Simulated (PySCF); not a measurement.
Computed shifts of a molecule C3H4BrF, KT2/pcSseg-1 run with PySCF, GIAO, gas phase, atoms alike by connectivity averaged where their shifts nearly agree, in ppm (number of nuclei): ¹³C: 153.9 (1), 108.3 (1), 16.8 (1). ¹⁹F: -97.4 (1). ¹H: 5.08 (1), 2.15 (3). References: ¹³C against TMS (σ = 185.1 ppm); ¹⁹F against CFCl3 (σ = 127.1 ppm); ¹H against TMS (σ = 31.47 ppm), references at their B3LYP-D3(BJ)/def2-TZVP geometries, non-relativistic (without spin–orbit terms, shifts of atoms bonded to Cl or Br come out too high). Coordinates come from a B3LYP-D3(BJ)/def2-SVP optimisation. One conformer was computed; it need not be the lowest.

Question: Which structure fits?
A. C/C(F)=C\Br
B. F[C@@H]1C[C@H]1Br
C. C/C=C(\F)Br
D. FC1(Br)CC1

Answer: C, C/C=C(\F)Br
